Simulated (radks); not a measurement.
The numbers below are computed, except where a source is named.
Ionisation of the neodymium ion Nd3+, [Xe] 4f3, to [Xe] 4f2 as the strength of local exchange is varied. Code: a radial shooting solver on a logarithmic mesh with Libxc functionals. Model: scalar-relativistic Kohn-Sham, Slater X-alpha exchange (alpha = 2/3 is LDA exchange), no correlation, spin-polarised, spherical densities, point nucleus; open shells are filled with parallel spins first (spin-orbit coupling, left out, can overturn this in heavy ions).

| alpha | E(Nd3+) (hartree) | exchange (hartree) | IE (eV) | -e of the level emptied (eV) | <r> of it (bohr) |
|---|---|---|---|---|---|
| 0.574 | -9580.9242 | -179.0037 | 36.534 | 27.577 (4f) | 0.9956 |
| 0.596 | -9587.8103 | -185.9945 | 37.236 | 28.220 (4f) | 0.9888 |
| 0.667 | -9610.0662 | -208.6205 | 39.542 | 30.344 (4f) | 0.9680 |
| 0.872 | -9674.6071 | -274.5018 | 46.538 | 36.860 (4f) | 0.9165 |
| 0.938 | -9695.4745 | -295.8864 | 48.894 | 39.072 (4f) | 0.9021 |
| 0.997 | -9714.1652 | -315.0747 | 51.040 | 41.095 (4f) | 0.8900 |
| 1.004 | -9716.3850 | -317.3557 | 51.297 | 41.338 (4f) | 0.8886 |
| ? | -9615.0886 | -213.7330 | 40.070 | 30.832 (4f) | 0.9635 |

Which alpha was used in the last row?

Answer. alpha = 0.683. NIST Atomic Spectra Database: 40.60 eV (semi-empirical). The Delta-SCF value meets it near alpha = 0.70. Open shells are spherical and high-spin; term and fine-structure splittings are not resolved. Spin-orbit splitting is averaged out at the scalar-relativistic level. No tabulated value is given for the 4+ ions of Nd, Pm and Eu to Yb, where it belongs to another shell than the one emptied here.
